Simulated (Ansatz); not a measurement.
A made-up structure of AlSiH4Se (charge +1), closed shell:

```xyz
7
angstrom
Si -0.9694 0.0507 -0.6660
Al 0.2399 0.8427 1.1989
Se 0.8068 -1.4048 0.1900
H 1.3825 -2.7702 0.4803
H -0.6581 0.4065 -2.0652
H 0.9263 1.5730 2.3927
H 1.8544 -0.7307 -0.6035
```

It is relaxed with PBE-D4/def2-SVP and then PBE0-D4/def2-TZVP (Ansatz 0.2.0). Atoms count as bonded within 1.22 times the sum of their covalent radii (H–H: 0.88 Å). The end point is not checked to be a true minimum.

Problem. Does its bonding change? (A judgement: the text doesn't fix the answer.)

Solution. By the calculation: Yes. Formed: none; broken: Al2–Se3.

Where it ends: The first stage lowers the energy by 1.49 eV in 14 steps. It ends as AlSiH₄Se ([AlH][SiH][SeH2]), total charge +1:
Si1  (-0.772, -0.424, -0.083)
Al2  (0.051, 1.378, 1.343)
Se3  (1.334, -1.749, 0.158)
H4  (0.831, -2.926, -0.574)
H5  (-0.185, 0.374, -1.236)
H6  (0.218, 2.601, 2.328)
H7  (2.105, -1.287, -1.009)
(Å)

Labels in which every atom is bracketed show which atoms are joined, not bond orders.

For scale, one of the runs: PBE0-D4/def2-TZVP relaxation, 146 basis functions, launched by `ansatz run in.yaml --threads 2 --pin off --events-out ev --progress --plain --max-ram 4352MiB`. Hardware: 2 CPU threads of an Intel Xeon Platinum 8259CL, shared host. Wall time about 47 s.
